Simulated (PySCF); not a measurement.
SMILES [Zn]([SiH3])[NH2] (H5NSiZn) at its PBE0/def2-SVP optimised geometry (Å):

```
8

Zn    -0.7380     0.3386     0.0000
N     -1.5331     1.9751    -0.0215
H     -1.3686     2.6285    -0.7815
H     -1.6554     2.5105     0.8330
Si     0.1557    -1.8400     0.0000
H     -0.2747    -2.6201     1.2067
H      1.6554    -1.8400     0.0000
H     -0.2756    -2.6285    -1.2007
```

Computed with PBE0/def2-TZVP run with PySCF. Cells within 0.4 Å of a nucleus heavier than hydrogen are left out (blank, or x).

Map of the electron localisation function on the plane z = 0.0 Å:

```
|00000000000000000000000000000|
|00000000000000000000000000000|
|00000000000000000000000000000|
|00000000000000000000000000000|
|00000000000000000000000000000|
|00000001122221100000000000000|
|00000123455543210000000000000|
|00001346766765431000000000000|
|000035788xx776542000000000000|
|000046789xx886432000000000000|
|00003678888852221000000000000|
|00002567773111111000000000000|
|000002443116x5111100000000000|
|00000011112xxx212200000000000|
|000000001126x6124200000000000|
|00000000111221366211100000000|
|00000000123347986446772000000|
|00000000235798425799998100000|
|00000000124660541999999400000|
|00000000001312xx0999999500000|
|00000000001220xx0999999500000|
|00000000000232002899999200000|
|00000000000134322489995000000|
|00000000000122221124530000000|
|00000000000001110000000000000|
|00000000000000000000000000000|
|00000000000000000000000000000|
|00000000000000000000000000000|
|00000000000000000000000000000|
```
Scale: ten equal steps from 0.000 (start of '0') to 1.000 (end of '9'), in the order '0123456789'; x runs from -5.00 to 5.00, y from -5.00 (bottom) to 5.00 (top).
